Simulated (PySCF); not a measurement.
**Yb(NH2)3 at several levels of theory**

Computed with PySCF 2.14.0 (density fitting, no spin-orbit coupling) at the geometry relaxed with PBE0:

```xyz
10
Yb(NH2)3 (singlet in the valence; each metal's 4f electrons, 13 of them, lie in its core potential, out of spins and levels)
Yb    0.0052    0.0087   -0.0042
N     2.1244    0.0073    0.2217
H     2.7183   -0.8149    0.3333
H     2.7614    0.8036    0.2354
N    -1.0617    1.8404   -0.2294
H    -0.6851    2.7887   -0.2353
H    -2.0690    1.9521   -0.3472
N    -1.0579   -1.8379    0.0050
H    -0.6694   -2.7771    0.0947
H    -2.0662   -1.9709   -0.0739
```

```csv
level,basis,state,HOMO (eV),gap (eV),charge on Yb1 (e),population of f-type functions on Yb1 (polarisation alone where 4f lies in the core),dipole about the centre of mass (D),largest force component (eV/Å)
PBE0,"Yb lcecp-1-SVP with ECP59, N def2-SVP, H def2-SVP",singlet,-6.15,5.10,0.89,0.04,0.01,0.01
M06-L,the same,singlet,-4.86,4.26,1.04,0.04,0.01,0.09
PBE0,"Yb lcecp-1-TZVP with ECP59, N def2-TZVP, H def2-TZVP",singlet,-6.32,5.19,1.56,0.05,0.01,0.44
```

In the lcecp rows the 4f levels are missing from HOMO and gap, and the state counts the valence alone.

Charges are Mulliken's, which hang on the basis. The relaxation used the grid (50, 194), these runs (75, 302) or, all-electron (x2c bases, spin-free X2C Hamiltonian), (99, 590).

Problem. What does r2SCAN with Yb lcecp-1-SVP with ECP59, N def2-SVP, H def2-SVP give here?

Solution. state singlet, HOMO (eV) -5.07, gap (eV) 3.67, charge on Yb1 (e) 0.86, population of f-type functions on Yb1 (polarisation alone where 4f lies in the core) 0.04, dipole about the centre of mass (D) 0.01, largest force component (eV/Å) 0.09. Time: 13 s on 2 threads of Arm Neoverse V2, with other jobs on the host, from an already converged density.

In the first row's basis the gap widens with exact exchange: 3.7 to 4.3 eV for r2SCAN, M06-L (none); 5.1 eV for PBE0 (a fixed share).

No frequency check is given that shows the relaxed geometry to be a minimum, and it was reached by following one of several unstable modes of a saddle point. An lcecp potential fixes the number of 4f electrons, so in runs with it no electron can move into or out of that shell.
